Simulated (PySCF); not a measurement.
Molecule: `[SiH3]C(CC)([SiH3])[SiH3]`, C$_{3}$H$_{14}$Si$_{3}$.

Geometry:
```
atom   x (Å)   y (Å)   z (Å)
  C1  -2.295  -0.114  -0.625
  C2  -0.920  -0.722  -0.863
  C3   0.245  -0.091  -0.052
 Si4   0.494   1.741  -0.472
 Si5   1.838  -1.008  -0.519
 Si6  -0.004  -0.289   1.817
  H7  -2.323   0.955  -0.886
  H8  -2.607  -0.203   0.428
  H9  -3.055  -0.624  -1.238
 H10  -0.683  -0.654  -1.941
 H11  -0.966  -1.804  -0.640
 H12  -0.589   2.606   0.092
 H13   1.798   2.218   0.083
 H14   0.507   1.909  -1.960
 H15   2.075  -0.880  -1.991
 H16   1.694  -2.462  -0.191
 H17   3.021  -0.461   0.212
 H18  -0.384  -1.706   2.117
 H19  -1.076   0.610   2.346
 H20   1.265   0.036   2.538
```

Geometry PBE0-D3(BJ)/def2-SVP throughout; GIAO in PySCF 2.14, gas phase, one conformer, non-relativistic; equivalent atoms averaged; basis pcSseg-1.

For orientation, CAM-B3LYP gives these shifts δ (against TMS at the same level): C2 29.0, C1 15.0, C3 -9.5, Si4/Si5/Si6 -56.3, H12/H13/H14/H15/H16/H17/H18/H19/H20 3.88, H10/H11 1.49, H7/H8/H9 1.13 ppm.

A run gave: C2 29.9, C1 15.5, C3 -8.6, Si4/Si5/Si6 -56.6, H12/H13/H14/H15/H16/H17/H18/H19/H20 3.99, H10/H11 1.56, H7/H8/H9 1.13 ppm (shifts δ (against TMS at the same level)).

Which functional was used in that run?
A. HF
B. PBE0
C. WP04
D. B97-D
E. B3LYP

Results:

B. C3 tells them apart best: PBE0 gives -8.6, B3LYP gives -6.5, WP04 gives -5.0, HF gives -17.4, B97-D gives -4.8 ppm.
